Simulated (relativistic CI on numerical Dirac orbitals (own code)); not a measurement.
One change at a time: Yb5+

Base calculation: Dirac-Coulomb-Breit CI, separate exchange-only KLI orbitals for each configuration, QED by a radiative potential, valence Slater integrals scaled by 0.85, P86 correlation energy added to each configuration.

CI space (outside the closed core [Kr] 4d10): 4f12 5s2 5p5, 4f11 5s2 5p6, 4f10 5s2 5p6 5d, 4f14 5s2 5p3, 4f13 5s2 5p4, 4f12 5s 5p6, 4f12 5s2 5p4 5d, 4f11 5s2 5p5 5d, 4f10 5s2 5p6 6s, 4f10 5s2 5p6 6p, 4f10 5s2 5p6 5f, 4f12 5s2 5p4 5f, 4f14 5p5, 4f13 5s 5p5, 4f12 5s2 5p4 6p, 4f14 5s 5p4, 4f13 5p6. Levels of other configurations are missing.

Variants: (1) self-excluded LDA correlation estimate; (2) Slater integrals left unscaled; (3) configuration mixing switched off; (4) only the first 3 configurations. Shifts of the energy above 4f11 5s2 5p6 4I°_15/2, in cm⁻¹, for the lowest level and the first level of each name with at least 55 % of one term (blank where a level changes its place among those of its configuration and J or its character, or is not in the variant):

```csv
Level,Base,Δ(1),Δ(2),Δ(3),Δ(4)
4f11 5s2 5p6 4I°_15/2,0.0,0.0,0.0,0.0,0.0
4f11 5s2 5p6 4I°_13/2,8737.3,+0.2,-53.4,+110.1,+108.9
4f11 5s2 5p6 4I°_11/2,13041.6,0.0,+561.8,+72.7,+61.0
4f11 5s2 5p6 4S°_3/2,23657.1,-1.2,+3667.7,+53.5,-104.6
4f11 5s2 5p6 4F°_7/2,26832.0,-0.2,+3101.7,+99.9,+69.7
4f11 5s2 5p6 4F°_5/2,28921.5,-0.4,+3472.3,+97.1,+50.2
4f11 5s2 5p6 2K°_15/2,32919.4,-0.3,+4494.1,-130.3,-141.6
4f11 5s2 5p6 4G°_11/2,33875.9,-0.3,+4304.2,+142.3,+111.0
4f11 5s2 5p6 2G°_7/2,35123.2,-0.7,+4329.5,+49.0,+10.3
4f11 5s2 5p6 4G°_9/2,35883.7,-0.3,+4234.3,+199.6,+169.5
4f11 5s2 5p6 2K°_13/2,39839.9,-0.3,+4713.2,-61.5,-98.9
4f11 5s2 5p6 2P°_1/2,41701.0,-1.7,+5548.1,+96.9,-125.5
4f11 5s2 5p6 4G°_5/2,43641.5,-0.7,+5182.3,+240.5,+167.3
4f11 5s2 5p6 4G°_7/2,43851.6,-0.3,+4609.0,+236.1,+197.0
```

At this charge configurations can still be misplaced by up to about 7 % of their energy. Levels and lines within the n = 5 or 6 shells can be off by up to 10 % or somewhat more, and those that change n by about 2 %, since core polarisation is missing. Levels that differ in their count of f electrons can be misplaced by several ten thousand cm⁻¹, since the correlation energy of f electrons is missing or only estimated; rates across such gaps can be off by orders of magnitude. The computed lowest level isn't the tabulated ground level, which NIST ASD gives as 4f12 5p5 °.

Ionisation energy from the two ground configurations alone: base 94.01 eV; self-excluded LDA correlation estimate 94.3 eV; Slater integrals left unscaled 93.78 eV. The NIST ASD value (theoretical) is 99 eV. The gap of more than 2 % comes from missing correlation, or from a tabulated value that is itself an estimate.

LS names give the leading component of a level, which can be under half, so a name can repeat, a term be missing and a line seem to break the LS rules.
